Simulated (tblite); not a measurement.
Species: phosphorus tribromide, PBr3.
Structure used (GFN2-xTB), in Å, numbered top down from 1:
```xyz
4
PBr3 angstrom
Br     1.9794   -0.1096   -0.2586
P      0.0024    0.0025    0.7538
Br    -0.8899    1.7677   -0.2612
Br    -1.0816   -1.6558   -0.2568
```

Computed values, GFN2-xTB/tblite, gas phase, harmonic and unscaled. This tight-binding method is rough: wavenumbers can miss measured ones by several per cent, in bad cases by 10 to 20.

Q: How many normal modes are there?

A: 4 atoms, non-linear: 3N − 6 = 6.

Q: What is the point group of the computed structure, and how do the modes divide by symmetry?

A: C3v. The characters give 2 non-degenerate and 2 twofold fundamentals, 2 of them totally symmetric.

Q: How many distinct wavenumbers does the calculation give?

A: 4, with degenerate components joined.

Q: How many fundamentals are allowed in the infrared by symmetry?

A: 4 of 4, those that transform like x, y or z.

Q: What thermal excitation has the softest real mode at 200 K?

A: 106.7 cm⁻¹ is a vibrational temperature θ of 154 K. The population of v = 1 over v = 0 is exp(−θ/T) = 0.46, and the mean quantum number is 0.87, for each component of the degenerate mode taken as one oscillator.

The run took under 0.1 s on one thread of an Arm Neoverse V2, no GPU, shared host with 96 logical CPUs at a one-minute load of 69. The figure is for the frequency step alone.
